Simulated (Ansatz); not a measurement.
Computed with Ansatz on PBE0-D4/def2-TZVP structures; ΔE is electronic, products minus reactants. CCSD(T)/CBS adds triple-zeta CCSD(T) − MP2 to the extrapolated MP2 energy (def2 sets, frozen cores). This one scheme is used for every species. DFT in def2-TZVPP. B3LYP here is the variant with VWN-RPA as its local correlation; programs differ in this. HSE06 is defined as in plane-wave codes. Elements past krypton have def2 core potentials. For Y outer-core shells are correlated without core-valence functions, which leaves a few kJ/mol of doubt a bond. Each species was taken in one conformer, which may not be the lowest.

Reaction (ligand exchange at a Y–O bond): `[OH][Y]([F])[F]` + HCl → `[F][Y]([F])[Cl]` + H₂O

| level | ΔE (kJ/mol) | difference from CCSD(T)/CBS |
| --- | --- | --- |
| LDA (SPW92) | -47.7 | 10.0 |
| PBE-D4 | -53.1 | 4.6 |
| revPBE-D4 | -53.5 | 4.2 |
| BLYP-D4 | -47.5 | 10.2 |
| B97M-V | -59.3 | -1.6 |
| PBE0-D4 | -59.7 | -2.0 |
| B3LYP-D4 | -53.0 | 4.7 |
| r2SCANh-D4 | -59.5 | -1.8 |
| r2SCAN0-D4 | -61.9 | -4.2 |
| HSE06-D4 | -60.3 | -2.6 |
| BHLYP-D4 | -60.3 | -2.6 |
| CAM-B3LYP-D4 | -49.8 | 7.9 |
| ωB97X-V | -54.3 | 3.4 |
| ωB97M-V | -54.8 | 2.9 |
| B2PLYP | -52.3 | 5.4 |
| PBE | -52.8 | 4.9 |
| revPBE | -54.8 | 2.9 |
| r2SCAN | -57.7 | 0.0 |
| PBE0 | -59.3 | -1.6 |
| B3LYP | -52.4 | 5.3 |
| r2SCANh | -59.4 | -1.7 |
| HSE06 | -59.9 | -2.2 |
| BHLYP | -58.6 | -0.9 |
| CAM-B3LYP | -49.3 | 8.4 |
| LC-ωPBE | -52.1 | 5.6 |
| RPA@PBE/def2-TZVPP | -48.9 | 8.8 |
| HF/def2-SVP | -69.2 | -11.5 |
| MP2/def2-SVP | -42.1 | 15.6 |
| CCSD/def2-SVP | -43.4 | 14.3 |
| CCSD(T)/def2-SVP | -42.5 | 15.2 |
| HF/def2-TZVPP | -70.2 | -12.5 |
| MP2/def2-TZVPP | -52.6 | 5.1 |
| SCS-MP2/def2-TZVPP | -51.2 | 6.5 |
| CCSD/def2-TZVPP | -54.1 | 3.6 |
| CCSD(T)/def2-TZVPP | -53.2 | 4.5 |
| HF/def2-QZVPP | -70.5 | -12.8 |
| MP2/def2-QZVPP | -55.3 | 2.4 |
| HF/CBS(def2) | -70.5 | -12.8 |
| MP2/CBS(def2) | -57.1 | 0.6 |
| CCSD/CBS(def2) | -58.6 | -0.9 |
| CCSD(T)/CBS | -57.7 | 0 |

Largest T1 diagnostic among the species: 0.015.

From PBE to PBE0 (25 % exact exchange), in def2-TZVPP and without D4, ΔE moves by −6.5 kJ/mol. Leaving LDA and LC-ωPBE aside and taking each functional with its dispersion term where it has one, the values spread over 14.4 kJ/mol, from r2SCAN0-D4 to BLYP-D4. LDA lies +5.1 kJ/mol from PBE without D4. In def2-TZVPP, CCSD(T) changes the Hartree–Fock value by +17.0 kJ/mol (the triples alone add +0.9 kJ/mol) and MP2 by +17.6 kJ/mol.
